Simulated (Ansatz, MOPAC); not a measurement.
Enthalpy of formation at 298 K: 5 cases among phosphorus and sulfur hydrides, oxides and halides, in kcal/mol, species as SMILES. Terms: 6-311+G** with 5d, 6d on Na to Ar in Ansatz (a program for electronic structure); valence correlation only; non-relativistic; spin-orbit terms left out; UHF or UKS for open shells; six Cartesian d functions in 6-31G* and its kin unless marked 5d; LANL2DZ with its own core potentials from Na on; no dispersion term unless named. CBS(X,Y): correlation extrapolated as X^-3; Hartree-Fock from the larger set. [CCSD(T)-MP2]/basis is that difference in the basis named. First-principles rows: single points at B3LYP-D3(BJ) geometries (Ansatz), with unscaled harmonic terms from B3LYP/6-31G* (Ansatz) at its own minima, enthalpies of formation by atomisation with measured atoms. Semi-empirical rows: MOPAC heats of formation at their own minima for 298 K.

Coupled cluster (Ansatz) is a level with limits of its own, used here on species with T1 under 0.025 (0.045 for open shells) and stable references: (a) RI-MP2/CBS(aug-cc-pV(T+d)Z,aug-cc-pV(Q+d)Z)+[CCSD(T)-MP2]/aug-cc-pV(T+d)Z; (b) CCSD(T)/CBS(cc-pV(T+d)Z,cc-pV(Q+d)Z); (c) CCSD(T)/CBS(def2-TZVPPD,def2-QZVPPD).

```csv
species,atoms,coupled cluster,difference of B3LYP/6-31G* (Ansatz),difference of AM1 (MOPAC),difference of PM6 (MOPAC),difference of MP2/LANL2DZ (Ansatz),difference of MP2/6-311+G** (Ansatz),difference of B3LYP/def2-TZVPD (Ansatz),difference of B3LYP-D3(BJ)/def2-TZVPD (Ansatz + dftd3)
FSF [fluoro thiohypofluorite],3,-70.6 (b),11.5,-31.5,-3.5,92.5,27.1,2.7,1.6
SS (H2S2),4,2.4 (c),15.8,6.1,-0.7,108.3,31.8,4.3,1.2
O=S(F)F,4,-142.1 (a),28.4,-14.1,15.0,202.7,45.7,8.5,6.3
PP (P2H4),6,5.9 (b),7.9,0.7,-12.4,133.4,47.7,-2.2,-7.2
[H][P@TB7]([H])([H])([H])[H] (PH5),6,43.3 (c),6.4,-9.5,46.6,127.8,39.8,-3.0,-5.8
```

```
level                                     cases  mean signed difference  mean absolute difference  median absolute difference  largest absolute difference
----------------------------------------  -----  ----------------------  ------------------------  --------------------------  ---------------------------
B3LYP/6-31G* (Ansatz)                         5                   14.00                     14.00                       11.50                         28.4
AM1 (MOPAC)                                   5                   -9.66                     12.38                        9.50                         31.5
PM6 (MOPAC)                                   5                    9.00                     15.64                       12.40                         46.6
MP2/LANL2DZ (Ansatz)                          5                  132.94                    132.94                      127.80                        202.7
MP2/6-311+G** (Ansatz)                        5                   38.42                     38.42                       39.80                         47.7
B3LYP/def2-TZVPD (Ansatz)                     5                    2.06                      4.14                        3.00                          8.5
B3LYP-D3(BJ)/def2-TZVPD (Ansatz + dftd3)      5                   -0.78                      4.42                        5.80                          7.2
```

B3LYP/6-31G* lies above in 5 of 5 cases and within 2 kcal/mol in 0; mean signed difference 14.00 kcal/mol, mean absolute 14.00 kcal/mol (18.57 over the 3 cases of up to 4 atoms, 7.15 over the larger). These figures hold for the species listed.

How the rows were picked: cases drawn at random among the computed members of the class with clean coupled-cluster diagnostics. The batch they came from held 9 cases of this property in the class: 4 with a tabulated value, 5 with clean coupled cluster alone, 0 with neither, which enter no statistics. The levels are drawn from those run on every case listed, the commonest habits more often. No case is left out for the size of its miss. Left out are saddle points of the reference geometry, anions that the best level run finds unbound, excited spin states, species near biochemistry, 298 K rows of species without real B3LYP wavenumbers, cases with under five habitual levels, runs that failed or that the program found above a lower state of the same kind, table entries that another table contradicts, and a share of species set aside by lot.
